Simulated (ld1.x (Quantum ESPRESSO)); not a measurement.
## What the settings do to the TM potential of Se

Base potential:

selenium (Se), norm-conserving Troullier–Martins (Kleinman–Bylander form), made with ld1.x (Quantum ESPRESSO) 7.5 (PBE, scalar-relativistic). Core [Ar] 3d10, reference 4s2 4p3.5 (charge +0.5). Waves: 4s (bound): rc 1.65 bohr; 4d channel at -0.15 Ry: rc 1.50 bohr; 4p (bound): rc 1.60 bohr. Local part: the p channel. Core correction: Bessel-smoothed model core inside 1.15 bohr.

Cutoffs, loose and tight: the cutoffs (Ry, on a coarse ladder) from which the occupation-weighted sum of valence levels, in a spherical-Bessel basis at the reference potential, stays within 10 and 1 mRy of its value at 400 Ry. They do not see the model core or the augmentation charge, which bear on the density cutoff. Test errors are all-electron minus pseudo excitation energies from the reference, over the configurations 4s2 4p4; 4s2 4p3; 4s2 4p2; 4s1 4p5; 4s2 4p0; 4s2 4p4.3; 4s0 4p6. A dash means not determined; rows that change the core or the reference have their own tests.

A true bound ghost makes a file unfit for plane-wave use even where its test errors are small: the radial tests pick states by their node count and pass the ghost by. Where a test does run into it, the solver fails or the error is huge.

| change | outcome | cutoff, loose | cutoff, tight | bound ghosts | largest test error (meV) |
| --- | --- | --- | --- | --- | --- |
| base | generated | 40 Ry | 55 Ry | d | -174 |
| wave 4d channel at -0.15 Ry: rc 1.50 bohr becomes 4d channel at -0.15 Ry: rc 1.08 bohr | generated | 40 Ry | 55 Ry | none | -174 |
| wave 4d channel at -0.15 Ry: rc 1.50 bohr becomes 4d channel at -0.1 Ry: rc 1.50 bohr | generated | 40 Ry | 55 Ry | d | -174 |
| core correction Bessel-smoothed model core inside 0.78 bohr | generated | 40 Ry | 55 Ry | d | -176 |
| reference 4s2 4p4 | generated | 40 Ry | 55 Ry | d | -192 |
| fully relativistic | generated, misses its reference levels by 0.28 eV | 40 Ry | 55 Ry | d5/2, d3/2 | -145 |
| wave 4p (bound): rc 1.60 bohr becomes 4p (bound): rc 1.82 bohr | generated | 40 Ry | 55 Ry | d | -177 |

(1) What comes out with this change to the base: core [Ar], valence charge 16; reference 3d10 4s1.75 4p4.25; waves now 4p (bound): rc 2.00 bohr; 3d (bound): rc 0.75 bohr; 4f channel at 0.2 Ry: rc 1.95 bohr; 4s (bound): rc 1.35 bohr; local potential the s channel; core correction a·sin(br)/r model core inside 0.75 bohr?

(2) What comes out with this change to the base: wave 4s (bound): rc 1.65 bohr becomes 4s (bound): rc 2.20 bohr?

Answers

(1) outcome: generated; cutoff, loose: over 300 Ry; cutoff, tight: over 300 Ry; bound ghosts: p; largest test error (meV): -9.4 over the solved tests; 5 of 7 tests not solved or not reliable.

(2) outcome: generated; cutoff, loose: 25 Ry; cutoff, tight: 45 Ry; bound ghosts: d; largest test error (meV): -159.
